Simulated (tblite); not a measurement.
Compound: C5H6F3P.
Z-matrix (Å and degrees, GFN2-xTB geometry), rows numbered from 1:
```
C 
C   1  1.3249
C   2  1.4971  1  124.39
P   2  1.8395  1  120.83  3   174.82
C   4  1.6742  2  103.17  1    77.71
C   5  1.4828  4  127.58  2     1.22
F   6  1.3510  5  113.64  4   -73.06
F   6  1.3435  5  111.68  4   167.37
F   6  1.3486  5  113.58  4    47.67
H   1  1.0777  2  122.35  3  -178.68
H   1  1.0780  2  121.46  3     2.33
H   3  1.0904  2  110.28  1   124.20
H   3  1.0900  2  109.92  1  -116.92
H   3  1.0871  2  110.74  1     3.22
H   5  1.0799  4  118.93  2  -178.90
```

Computed values, GFN2-xTB/tblite, gas phase, harmonic and unscaled. Against measured fundamentals such values can be off by several per cent, at times by over 20. One conformer, not necessarily the lowest.

Harmonic wavenumbers (cm⁻¹): 41.9, 77.5, 108.2, 110.6, 131.8, 194.8, 264.7, 347.1, 356.6, 397.3, 455.1, 482.0, 518.2, 597.6, 639.1, 679.6, 701.9, 794.3, 904.3, 943.9, 998.5, 1003.6, 1022.1, 1040.7, 1069.1, 1169.0, 1180.4, 1327.3, 1392.6, 1409.4, 1463.6, 1470.7, 1680.6, 2996.3, 3011.7, 3041.4, 3082.5, 3090.1, 3114.9.

A = 2175, B = 1020, C = 928.7 MHz; mass 154.016 u (most abundant isotopes); point group C1, symmetry number 1.

Question: Zero-point energy?

Answer: ½Σν̃ = 21656 cm⁻¹ = 61.92 kcal/mol.

Question: Give the ideal-gas entropy at 350 K and 1 bar in the rigid-rotor, harmonic-oscillator model (classical rotation).

Answer: Translation 41.83, rotation 29.91, vibration 35.46: S = 107.2 cal/(mol K).

Question: And Cp and H(350 K) − H(0)?

Answer: Cp = 41.98 cal/(mol K), of which vibrations give 34.03 (their classical limit is 39 R = 77.5); H(350 K) − H(0) = 9.13 kcal/mol without the zero-point energy, 6.34 from vibrations.

Question: What must be added to the electronic energy to get the Gibbs energy at 350 K and 1 bar?

Answer: ZPE + [H(350 K) − H(0)] − T·S = 61.92 + 9.13 − 37.52 = 33.53 kcal/mol.

Question: Blend soft modes into free rotors: weight 1/[1 + (100 cm⁻¹/ν̃)⁴] for the oscillator and the rest for a rotor with moment μB/(μ + B), μ = h/(8π²ν), B = 10⁻⁴⁴ kg m². What vibrational entropy results?

Answer: 32.50 cal/(mol K) in place of 35.46, which changes −T·S at 350 K by +1.04 kcal/mol.

Hindered rotation and anharmonicity are outside this model. Other conformers, if any are populated, would add a mixing term that is left out. The structure is chiral; the term R ln 2 for an equal mix with its mirror image is left out.
